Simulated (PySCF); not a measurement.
C7H12BNO, singlet, GFN2-xTB optimised geometry.

```
22

B      0.67    -2.23     0.00
C      0.06    -2.74     1.42
H      0.22    -3.81     1.53
H     -1.01    -2.56     1.51
H      0.54    -2.25     2.27
C     -0.01    -2.90    -1.32
H     -1.09    -3.06    -1.22
H      0.43    -3.88    -1.50
H      0.15    -2.31    -2.22
O      2.11    -2.23     0.00
H      2.46    -2.39    -0.87
C     -0.50     2.03     0.30
C      0.81     1.62     0.53
C      1.12     0.28     0.37
N      0.22    -0.62     0.00
C     -1.03    -0.24    -0.22
C     -1.43     1.07    -0.08
H     -0.78     3.06     0.41
H      1.57     2.32     0.82
H      2.12    -0.12     0.53
H     -1.72    -1.01    -0.52
H     -2.46     1.35    -0.27
```

Density from B3LYP/def2-SVP (PySCF) at that geometry.

Minimum of the electron density along straight lines between bonded atoms, close to the bond critical point (lines longer than 1.1 times the sum of covalent radii, or with two minima, are not listed):

| bond | length / Å | ρ at the minimum / e bohr⁻³ | ∇²ρ there / e bohr⁻⁵ | position (fraction from the first atom) |
|---|---|---|---|---|
| B1–C2 | 1.633 | 0.162 | -0.11 | 0.32 |
| C2–H3 | 1.086 | 0.272 | -0.96 | 0.62 |
| C2–H4 | 1.088 | 0.270 | -0.93 | 0.61 |
| C2–H5 | 1.088 | 0.271 | -0.95 | 0.61 |
| B1–C6 | 1.631 | 0.161 | -0.08 | 0.32 |
| C6–H7 | 1.088 | 0.271 | -0.94 | 0.61 |
| C6–H8 | 1.088 | 0.271 | -0.95 | 0.62 |
| C6–H9 | 1.091 | 0.268 | -0.92 | 0.61 |
| B1–O10 | 1.438 | 0.166 | 0.81 | 0.33 |
| O10–H11 | 0.955 | 0.363 | -2.26 | 0.81 |
| C12–C13 | 1.386 | 0.314 | -0.81 | 0.50 |
| C13–C14 | 1.382 | 0.318 | -0.84 | 0.49 |
| B1–N15 | 1.665 | 0.104 | 0.37 | 0.31 |
| C14–N15 | 1.326 | 0.342 | -0.80 | 0.34 |
| N15–C16 | 1.327 | 0.343 | -0.84 | 0.66 |
| C12–C17 | 1.388 | 0.313 | -0.81 | 0.50 |
| C16–C17 | 1.382 | 0.318 | -0.84 | 0.51 |
| C12–H18 | 1.079 | 0.287 | -1.12 | 0.64 |
| C13–H19 | 1.078 | 0.286 | -1.11 | 0.64 |
| C14–H20 | 1.081 | 0.292 | -1.22 | 0.67 |
| C16–H21 | 1.078 | 0.292 | -1.19 | 0.65 |
| C17–H22 | 1.078 | 0.286 | -1.11 | 0.64 |
